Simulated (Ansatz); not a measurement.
Calculated with Ansatz (gas phase, PBE0-D4/def2-TZVP geometries, no zero-point term in ΔE). CCSD(T)/CBS is the MP2 limit (def2-TZVPP, def2-QZVPP) plus CCSD(T) − MP2 in def2-TZVPP, frozen cores. DFT in def2-TZVPP. B3LYP here is the variant with VWN-RPA as its local correlation; programs differ in this. For Ge outer-core shells are correlated without core-valence functions, which leaves a few kJ/mol of doubt a bond. Scalar relativity is left out up to krypton. One conformer a species, not always the lowest.

Consider the isomerisation: `[CH3][GeH]([F])[Cl]` → `F[CH2][GeH2][Cl]`.

`[CH3][GeH]([F])[Cl]`:

Z-matrix (Å, degrees):
```
C
Ge 1 1.926
H 1 1.090 2 110.0
H 1 1.091 2 109.7 3 120.4
H 1 1.090 2 109.0 3 -119.8
F 2 1.735 1 107.6 3 177.3
Cl 2 2.143 1 109.9 3 62.8
H 2 1.532 1 118.5 3 -62.1
```

`F[CH2][GeH2][Cl]`:

Cartesian coordinates in Å:
```
F -0.370 1.879 0.473
C 0.429 0.951 -0.164
Ge -0.195 -0.878 0.216
Cl -2.031 -1.185 -0.867
H 0.399 1.139 -1.241
H 1.458 1.074 0.188
H 0.816 -1.908 -0.309
H -0.507 -1.071 1.704
```

```
         level  ΔE (eV)
          PBE0     1.90
         B3LYP     1.90
MP2/def2-QZVPP     2.11
CCSD/CBS(def2)     1.99
```

Question: What does CCSD(T)/CBS give? (Estimate.)

Answer: The calculation gave: +2.00 eV. The listed levels differ from it by -0.10, -0.10, 0.11, -0.01 eV.

Largest T1 diagnostic among the species: 0.011.

From PBE to PBE0 (25 % exact exchange), in def2-TZVPP and without D4, ΔE moves by +0.04 eV.
